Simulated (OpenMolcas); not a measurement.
## Ti I: input and output

Input:

```
&GATEWAY
Coord
1

Ti 0.0 0.0 0.0
Basis=ANO-RCC-MB
Group=XYZ
NoMove
AngMom=0.0 0.0 0.0
AMFI
RX2C
&SEWARD
&RASSCF
FileOrb=start.orb
Symmetry=1
Spin=5
nActEl=4 0 0
Inactive=3 6
Ras2=5 0
CIRoot=5 5 1
SDav=5
CIMx=300
Iter=120 100
PrWF=0.3
OrbListing=Nothing
MaxOrb=0
Atom
>>> COPY $Project.JobIph JOB001
&RASSCF
FileOrb=start.orb
Symmetry=1
Spin=3
nActEl=4 0 0
Inactive=3 6
Ras2=5 0
CIRoot=45 45 1
SDav=45
CIMx=300
Iter=120 100
PrWF=0.3
OrbListing=Nothing
MaxOrb=0
Atom
>>> COPY $Project.JobIph JOB002
&RASSCF
FileOrb=start.orb
Symmetry=1
Spin=1
nActEl=4 0 0
Inactive=3 6
Ras2=5 0
CIRoot=50 50 1
SDav=50
CIMx=300
Iter=120 100
PrWF=0.3
OrbListing=Nothing
MaxOrb=0
Atom
>>> COPY $Project.JobIph JOB003
&RASSI
NrOfJobIphs=3 5 35 28
1 2 3 4 5
1 2 3 4 5 6 7 8 9 10 11 12 13 14 15 16 17 18 19 20 21 22 23 24 25 26 27
28 29 30 31 32 33 34 35
1 2 3 4 5 6 7 8 9 10 11 12 13 14 15 16 17 18 19 20 21 22 23 24 25 26 27
28
IphNames
JOB001
JOB002
JOB003
EJob
SpinOrbit
DIPRint=1.0
SOCoupling=1000.0
Subsets=2
MEES
Property=10
'ANGMOM' 1 'ANGMOM' 2 'ANGMOM' 3 'MLTPL  1' 1 'MLTPL  1' 2 'MLTPL  1' 3
'AMFI' 1 'AMFI' 2 'AMFI' 3 'MLTPL  2' 6
SOProperty=3
'ANGMOM' 1 'ANGMOM' 2 'ANGMOM' 3
```

Launched by
```bash
OMP_NUM_THREADS=1 MOLCAS_MEM=2252 MOLCAS_PROJECT=a pymolcas a.inp > a.log  # once for each step of the input, in one work folder
```

A driver script runs the steps one by one and writes start.orb anew before each from the orbitals found so far.

Output, cut to the results:

```
--- SEWARD ---
Basis set label: TI.ANO-RCC...4S3P1D.

      Electronic valence basis set:
      ------------------
      Associated Effective Charge  22.000000 au
      Associated Actual Charge     22.000000 au
      Nuclear Model: Point charge

      Shell  nPrim  nBasis  Cartesian Spherical Contaminant
         s      21       4        X
         p      15       3        X
         d      10       1                 X
RX2C
                  Relativistic X2C integrals
                  Atomic mean-field integrals
--- RASSCF ---
Wave function specifications:
      -----------------------------

      Number of closed shell electrons          18
      Number of electrons in active shells       4
      Max number of holes in RAS1 space          0
      Max nr of electrons in RAS3 space          0
      Number of inactive orbitals                9
      Number of active orbitals                  5
      Number of secondary orbitals               4
      Spin quantum number                      2.0
      State symmetry                             1
Orbital specifications:
      -----------------------

      Symmetry species                           1   2
                                                ag  au
      Frozen orbitals                            0   0
      Inactive orbitals                          3   6
      Active orbitals                            5   0
      RAS1 orbitals                              0   0
      RAS2 orbitals                              5   0
      RAS3 orbitals                              0   0
      Secondary orbitals                         1   3
      Deleted orbitals                           0   0
      Number of basis functions                  9   9
      Number of CSFs                             5
      Number of root(s) required                 5
      Iter CI   SX   CI       RASSCF       Energy    max ROT     max BLB   max BLB  Level Ln srch  Step   QN
          iter iter root      energy       change     param      element    value   shift minimum  type update
 Nr of preliminary CI iterations:   1
        1   1    4    0  -852.37388636    0.00E+00   6.50E-02    6   9 2 -1.94E-01*  0.00   0.00    SX    NO
        2   1    3    0  -852.41933892   -4.55E-02*  4.08E-03    6   9 2 -1.25E-02*  0.00   0.00    SX    NO
        3   1    3    0  -852.41951207   -1.73E-04* -8.00E-05    2   8 2 -5.72E-04*  0.00   0.00    SX    NO
        4   1    3    0  -852.41951216   -9.66E-08* -3.40E-06    1   7 2 -1.69E-05   0.00   0.00    SX    NO
        5   1    2    0  -852.41951216   -1.69E-10  -5.73E-07    3   9 1  2.49E-06   0.00   1.10    QN   YES
      Convergence after  5 iterations
        6   1    2    0  -852.41951216   -1.71E-12  -5.73E-07    1   7 2  9.04E-08   0.00   1.10    QN   YES
      Natural orbitals and occupation numbers for root  1
      sym 1:   1.000000   1.000000  -0.000000   1.000000   1.000000
      Natural orbitals and occupation numbers for root  2
      sym 1:   1.000000  -0.000000   1.000000   1.000000   1.000000
      Natural orbitals and occupation numbers for root  3
      sym 1:   1.000000   1.000000   1.000000   0.000000   1.000000
::    RASSCF root number  1 Total energy:   -852.41951216
::    RASSCF root number  2 Total energy:   -852.41951216
::    RASSCF root number  3 Total energy:   -852.41951216
::    RASSCF root number  4 Total energy:   -852.41951216
::    RASSCF root number  5 Total energy:   -852.41951216
--- RASSCF ---
Wave function specifications:
      -----------------------------

      Number of closed shell electrons          18
      Number of electrons in active shells       4
      Max number of holes in RAS1 space          0
      Max nr of electrons in RAS3 space          0
      Number of inactive orbitals                9
      Number of active orbitals                  5
      Number of secondary orbitals               4
      Spin quantum number                      1.0
      State symmetry                             1
Orbital specifications:
      -----------------------

      Symmetry species                           1   2
                                                ag  au
      Frozen orbitals                            0   0
      Inactive orbitals                          3   6
      Active orbitals                            5   0
      RAS1 orbitals                              0   0
      RAS2 orbitals                              5   0
      RAS3 orbitals                              0   0
...
--- RASSI ---
SPIN-FREE ENERGIES:
  (Shifted by EMIN (a.u.) =       -852.4195121636)

 SF State       Relative EMIN(au)   Rel lowest level(eV)    D:o, cm**(-1)      L_eff

     1             0.0000000000        0.0000000000              0.0000         2.0
     2             0.0000000000        0.0000000000              0.0000         2.0
     3             0.0000000000        0.0000000000              0.0000         2.0
     4             0.0000000000        0.0000000000              0.0000         2.0
     5             0.0000000000        0.0000000000              0.0000         2.0
     6             0.0671703406        1.8277980833          14742.1857         5.0
     7             0.0671703406        1.8277980833          14742.1857         5.0
     8             0.0671703406        1.8277980833          14742.1857         5.0
     9             0.0671703406        1.8277980833          14742.1857         5.0
    10             0.0671703406        1.8277980833          14742.1857         5.0
    11             0.0671703406        1.8277980833          14742.1857         5.0
    12             0.0671703406        1.8277980833          14742.1857         5.0
    13             0.0671703406        1.8277980833          14742.1857         5.0
    14             0.0671703406        1.8277980833          14742.1857         5.0
    15             0.0671703406        1.8277980833          14742.1857         5.0
    16             0.0671703406        1.8277980833          14742.1857         5.0
    17             0.0748013743        2.0354490880          16417.0041         1.0
    18             0.0748013743        2.0354490880          16417.0041         1.0
    19             0.0748013743        2.0354490880          16417.0041         1.0
    20             0.0772247264        2.1013918568          16948.8684         3.0
    21             0.0772247264        2.1013918568          16948.8684         3.0
...
```

Levels above the lowest, from the spin-orbit matrix, grouped by J:

```
Configuration  Term  J  E (cm-1)      g  Term weight %
          3d4    5D  0       0.0                   100
          3d4    5D  1      28.2  1.501            100
          3d4    5D  2      84.1  1.501            100
          3d4    5D  3       167  1.501            100
          3d4    5D  4       275  1.501            100
          3d4    3H  4     14837  0.800            100
          3d4    3H  5     14895  1.034            100
          3d4    3H  6     14963  1.167            100
          3d4    3P  0     16255                   100
          3d4    3P  1     16424  1.501            100
          3d4    3P  2     16746  1.501            100
          3d4    3F  2     17068  0.666            100
          3d4    3F  3     17097  1.082             99
          3d4    3F  4     17137  1.249             99
          3d4    3G  3     18797  0.751             99
          3d4    3G  4     18868  1.051             99
          3d4    3G  5     18940  1.200            100
          3d4    1I  6     22284  1.000            100
          3d4    1G  4     23463  1.000            100
          3d4    3D  3     24396  1.334            100
          3d4    3D  2     24421  1.167            100
          3d4    3D  1     24442  0.499            100
```

Some high roots are left out of the spin-orbit mixing, which shifts the levels that they would mix with. Without dynamic correlation excited terms often stand tens of per cent too high (terms of higher spin than the ground term too low), and those without a measured partner can miss by more than the paired ones. The free ion's ground configuration, as NIST lists it, lies outside this active space, so the lowest level here need not be the ground level. Only configurations of the active space appear. The first state left out of the spin-orbit step lies near 34000 cm-1 above the lowest spin-free state of the reference (among the parities and spins computed), and the list stops at four fifths of that energy or lower.

The RASSCF and RASSI steps took 13 s on 1 thread of Arm Neoverse V2, on a shared host; the integral step is not counted.

The term weight is that of the spin-free term in the level, not the purity of its configuration.
